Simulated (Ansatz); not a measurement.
Na6Cu⁻, relaxed as a singlet with RKS B3LYP-D4/def2-SVPD in Ansatz, starting from the GFN1-xTB geometry. Force threshold 0.02 eV/Å.

The relaxation made no stability test and no search for a lower SCF solution. No other spin state of charge -1 was run. The structure comes from a short search, and lower isomers may exist.

Start:

```xyz
7

Cu   -1.9134    0.5941   -0.3479
Na   -1.7325   -1.8436    0.9636
Na   -0.0266    2.5517   -0.9023
Na   -0.1298   -0.9406   -2.0077
Na    0.0138    0.9206    2.0058
Na    2.4143    0.6505   -0.6346
Na    1.3742   -1.9327    0.9230
```

Estimate the energy that the relaxation releases and the steps that it takes.

0.43 eV, in 45 steps; 2.3 min on 4 threads of AMD EPYC 7B13 on a shared host. The force fell under the threshold at step 31, but the optimiser went on and released 0.022 eV more. No frequencies were taken in this run, so the end may be a saddle point.

Does the start keep its bonding?

Bonds formed: Cu1–Na6, Cu1–Na7, Na2–Na3 (atoms count from 1). Metal–metal contacts that move far: Na2–Na7 3.11 to 3.86 Å, Na3–Na6 3.11 to 3.82 Å, Na4–Na6 3.30 to 3.84 Å, Na3–Na5 3.33 to 3.86 Å.

Predict the relaxed structure.


Cartesian coordinates in Å:
```
Cu -0.041 0.023 -0.006
Na -2.442 -0.994 0.741
Na -1.100 2.376 -0.830
Na -0.379 -1.082 -2.467
Na 0.333 1.035 2.492
Na 2.429 0.905 -0.755
Na 1.200 -2.264 0.824
```
Bond lengths (bridged metal pairs left out): 12 × Na–Na 3.75 to 3.95 Å; 6 × Cu–Na 2.71 to 2.73 Å.
